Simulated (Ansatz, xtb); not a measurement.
**Isomers of C2H7BGe in order of energy**

3 gas-phase structures of C2H7BGe, from a drawn sample of its isomers (lower ones may exist). Each was relaxed with GFN2-xTB:

A. `B/C=[CH]/[GeH3]`, a singlet
B. `B/C=[CH]\[GeH3]`, a singlet
C. `B[C](=C)[GeH3]`, a singlet

Question: Which do you expect lowest at r2SCAN-D4/def2-SVP, and how would the others follow?

Answer: Calculated order at r2SCAN-D4/def2-SVP: A (0.0), B (0.4), C (1.8) kcal/mol. Less than 1 kcal/mol parts A and B, so the order within that pair means little.

Energies above the lowest of each column, in kcal/mol; the last columns are at B3LYP-D3(BJ)/def2-SVP geometries:

| structure | GFN2-xTB | HF/STO-3G | r2SCAN-D4/def2-SVP | B3LYP-D3(BJ)/def2-SVP | CCSD(T)/def2-SVP + ΔMP2/def2-TZVPP |
| --- | --- | --- | --- | --- | --- |
| A | 0.0 | 0.0 | 0.0 | 0.0 | 0.6 |
| B | 0.1 | 0.9 | 0.4 | 1.5 | 2.0 |
| C | 0.1 | 6.0 | 1.8 | 0.1 | 0.0 |

CCSD(T)/def2-SVP + ΔMP2/def2-TZVPP has A and C within 1 kcal/mol of each other at the bottom, and every level picks one of them. CCSD(T)/def2-SVP + ΔMP2/def2-TZVPP orders those it was run on as C (0.0), A (0.6), B (2.0) kcal/mol. Less than 1 kcal/mol parts C and A, so the order within that pair means little. Flexible structures stand in one conformer each, not always the lowest. ΔMP2 is the change of the MP2 energy from the smaller to the larger basis.

Programs: Ansatz 0.2.0, xtb 6.7.1.
